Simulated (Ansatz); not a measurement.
Input file for Ansatz (a first-principles code): R-CCSD(T)/cc-pV(D+d)Z on H2 (SMILES [H][H]). The basis file is the Basis Set Exchange's JSON of that set.

Ansatz 0.2 input:
```yaml
crystal:
  periodic: [false, false, false]
  atoms:
    - {symbol: H, position_ang: [0.00000000, -0.00000000, 0.38043305]}
    - {symbol: H, position_ang: [-0.00000000, 0.00000000, -0.38043305]}
basis:
  gaussian:
    orbitals: cc-pV_D+d_Z.json
magnetization: {spin_polarized: false}
correlation: {method: ccsd_t, electrons: outside_noble_gas}
scf: {lower_state_search: off}
```

It printed:

```
WARN ansatz: RAYON_NUM_THREADS=4 ignored (pool sized by the plan → 4); use --threads N
Functional definition: HF
these checks for a lower state are left out or cut short: stability, starts, cluster_reference, orbital_swaps, neighbouring_geometries, increment
integrals: 0.00 GiB planned
84 factors; integrals over basis functions are off by at most 1.6e-3 eV
mean field: 0.04 GiB planned
mean field evaluation 1: about -30.6422 eV, gradient 3.7e0 eV
mean field evaluation 2: about -30.6417 eV, gradient 3.7e0 eV
mean field evaluation 4: about -30.7116 eV, gradient 2.8e-2 eV
mean field evaluation 8: about -30.7116 eV, gradient 2.6e-7 eV
mean field -30.71159896 eV, -1.1286304446 hartree, gradient 2.6e-7 eV, S^2 0.000000; 0 other end points of the search recorded, 0 dependent functions left out
reference -30.71159896 eV, -1.1286304446 hartree; 1, 1 occupied and 9, 9 virtual orbitals, 84 factors
second order -0.72271305 eV of doubles, -0.00000000 eV of singles
coupled cluster: 0.04 GiB planned
cycle   1  -0.88592097 eV  change   -1.6e-1 eV  update   2.7e-2
cycle   2  -0.95244241 eV  change   -6.7e-2 eV  update   9.3e-3
cycle   3  -0.95353489 eV  change   -1.1e-3 eV  update   1.3e-3
cycle   4  -0.95361409 eV  change   -7.9e-5 eV  update   1.2e-4
cycle   5  -0.95357644 eV  change    3.8e-5 eV  update   1.1e-5
cycle   6  -0.95358300 eV  change   -6.6e-6 eV  update   1.7e-6
cycle   7  -0.95358152 eV  change    1.5e-6 eV  update   2.1e-7
perturbative correction 0.00000000 eV, 0.0000000000 hartree
Total energy: -31.66518047 eV, -1.1636739189 hartree
Checks for a lower state left out: stability, starts, cluster_reference, orbital_swaps, neighbouring_geometries, increment
```

Self-consistency was reached.

Cost: around 0.23 core-seconds (rough).
